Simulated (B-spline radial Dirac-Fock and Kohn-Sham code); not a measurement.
Relativistic shifts of the levels of Ag¹⁸⁺

System: silver as Ag¹⁸⁺, configuration [Ar] 3d10 4s1.

Both columns are ΔSCF binding energies of the configuration average from an atomic code on a B-spline grid: non-relativistic Hartree-Fock with a point nucleus, and Dirac-Fock with a finite nucleus and the Coulomb interaction alone, averaged over the two j levels with weights 2j+1.

```
shell  Hartree-Fock (eV)  Dirac-Fock (eV)  shift (eV)  shift (%)
   1s            25311.2          26109.3     +798.14      +3.15
   2s             4130.3           4325.5     +195.22      +4.73
   2p             3865.8           3922.8      +57.00      +1.47
   3p             1049.3           1063.5      +14.18      +1.35
   3d              854.1            850.4       -3.67      -0.43
   4s              488.2            500.0      +11.76      +2.41
```

Relativity binds 1s, 2s, 2p, 3p, 4s more strongly, among those listed most of all 2s in relative terms, and 3d more weakly, because the contracted s and p shells screen the nucleus better.

Values without a named source are computed, but for edge energies of neutral atoms, which are taken from tables.
